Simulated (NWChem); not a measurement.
System: C2H6FNSi; SMILES C=C(F)[SiH2]N

NWChem printed, in part:

```
             Northwest Computational Chemistry Package (NWChem) 7.3.0
             --------------------------------------------------------

                             Geometry "geometry" -> ""
                             -------------------------

 Output coordinates in angstroms (scale by  1.889725989 to convert to a.u.)

  No.       Tag          Charge          X              Y              Z
 ---- ---------------- ---------- -------------- -------------- --------------
    1 C                    6.0000     0.89905300     1.88162500     0.40571300
    2 C                    6.0000     0.03884600     0.95715300    -0.02312600
    3 F                    9.0000    -1.24702100     1.30524200    -0.24195500
    4 Si                  14.0000     0.41160500    -0.86759700    -0.37082800
    5 N                    7.0000    -0.47364900    -2.00879800     0.57464100
    6 H                    1.0000     0.58675400     2.91645000     0.57554100
    7 H                    1.0000     1.94024100     1.61131700     0.59001300
    8 H                    1.0000     1.87392700    -1.02450000    -0.11755000
    9 H                    1.0000     0.05966700    -1.13376200    -1.79558100
   10 H                    1.0000    -0.36582200    -2.03115800     1.58267200
   11 H                    1.0000    -1.42495600    -2.23806700     0.30980900

 Effective nuclear repulsion energy (a.u.)     222.5790902436

                              NWChem Property Module
                              ----------------------

                                 NWChem DFT Module
                                 -----------------

 Summary of "ao basis" -> "ao basis" (spherical)
 ------------------------------------------------------------------------------
       Tag                 Description            Shells   Functions and Types
 ---------------- ------------------------------  ------  ---------------------
 C                          6-31+g*                  8       18   4s3p1d
 F                          6-31+g*                  8       18   4s3p1d
 Si                         6-31+g*                 10       22   5s4p1d
 N                          6-31+g*                  8       18   4s3p1d
 H                          6-31+g*                  2        2   2s

            General Information
            -------------------
          SCF calculation type: DFT
          Wavefunction type:  closed shell.
          No. of atoms     :    11
          No. of electrons :    48
           Alpha electrons :    24
            Beta electrons :    24
          Charge           :     0
          Spin multiplicity:     1
          Use of symmetry is: off; symmetry adaption is: off
          Maximum number of iterations: 150
          AO basis - number of functions:   106
                     number of shells:    54
          Convergence on energy requested:  1.00D-06
          Convergence on density requested:  1.00D-05
          Convergence on gradient requested:  5.00D-04

              XC Information
              --------------
                         PBE0 Method XC Functional
                     Hartree-Fock (Exact) Exchange  0.250
          PerdewBurkeErnzerhof Exchange Functional  0.750
            Perdew 1991 LDA Correlation Functional  1.000 local
           PerdewBurkeErnz. Correlation Functional  1.000 non-local

             Grid Information
             ----------------
          Grid used for XC integration:  medium
          Radial quadrature: Mura-Knowles
          Angular quadrature: Lebedev.
          Tag              B.-S. Rad. Rad. Pts. Rad. Cut. Ang. Pts.
          ---              ---------- --------- --------- ---------
          C                   0.70       49          13.0       434
          F                   0.50       49          12.0       434
          Si                  1.10       88          13.0       590
          N                   0.65       49          14.0       434
          H                   0.35       45          14.0       434
          Grid pruning is: on
          Number of quadrature shells:   554
          Spatial weights used:  Erf1

      Superposition of Atomic Density Guess
      -------------------------------------

 Sum of atomic energies:        -520.80805457

      Non-variational initial energy
      ------------------------------

 Total energy =    -523.048861
 1-e energy   =   -1159.332551
 2-e energy   =     413.704600
 HOMO         =      -0.307423
 LUMO         =      -0.006411

   convergence    iter        energy       DeltaE   RMS-Dens  Diis-err
 ---------------- ----- ----------------- --------- --------- ---------
 d= 0,ls=0.0,diis     1   -523.4350234543 -7.46D+02  1.47D-02  6.53D-01
 d= 0,ls=0.0,diis     2   -523.4218460361  1.32D-02  7.89D-03  8.83D-01
 d= 0,ls=0.0,diis     3   -523.5070109981 -8.52D-02  1.41D-03  3.49D-02
 d= 0,ls=0.0,diis     4   -523.5105444709 -3.53D-03  4.55D-04  8.09D-04
 d= 0,ls=0.0,diis     5   -523.5106012426 -5.68D-05  1.57D-04  3.94D-04
  Resetting Diis
 d= 0,ls=0.0,diis     6   -523.5106489202 -4.77D-05  3.86D-05  9.97D-06
 d= 0,ls=0.0,diis     7   -523.5106500341 -1.11D-06  2.80D-05  2.24D-06
 d= 0,ls=0.0,diis     8   -523.5106497018  3.32D-07  1.63D-05  5.59D-06
 d= 0,ls=0.0,diis     9   -523.5106502607 -5.59D-07  1.64D-06  2.97D-08

[...]

 DFT Linear Response polarizability / au
 Frequency  =       0.0000000 / au
              X              Y              Z
 -----------------------------------------------
 X      55.6213039      7.8381883      2.9499252
 Y       7.8381414     68.8759047      4.1083674
 Z       2.9499420      4.1083670     47.7970258
 -----------------------------------------------
 Eigenvalues =      52.1453350     73.4758725     46.6730269
 Isotropic   =      57.4314115
 Anisotropic =      24.5288659
 -----------------------------------------------

 Magnetic Dipole Response Matrix (nonzero elements):

 Exiting AOResponse driver routine
```

Level: PBE0/6-31+G* (spherical d). Structure relaxed at the PBE0/def2-SVP level.

Q: Reconstruct the input file.

A: This is not unique; one that fits is the input that was run:
```
start job
memory heap 200 mb stack 900 mb global 1100 mb
geometry units angstroms noautosym nocenter noautoz
  C      0.899053     1.881625     0.405713
  C      0.038846     0.957153    -0.023126
  F     -1.247021     1.305242    -0.241955
  Si     0.411605    -0.867597    -0.370828
  N     -0.473649    -2.008798     0.574641
  H      0.586754     2.916450     0.575541
  H      1.940241     1.611317     0.590013
  H      1.873927    -1.024500    -0.117550
  H      0.059667    -1.133762    -1.795581
  H     -0.365822    -2.031158     1.582672
  H     -1.424956    -2.238067     0.309809
end
basis spherical
  C library 6-31+g*
  F library 6-31+g*
  Si library 6-31+g*
  N library 6-31+g*
  H library 6-31+g*
end
dft
  xc pbe0
  iterations 150
end
property
  response 1 0.0
end
task dft property
```
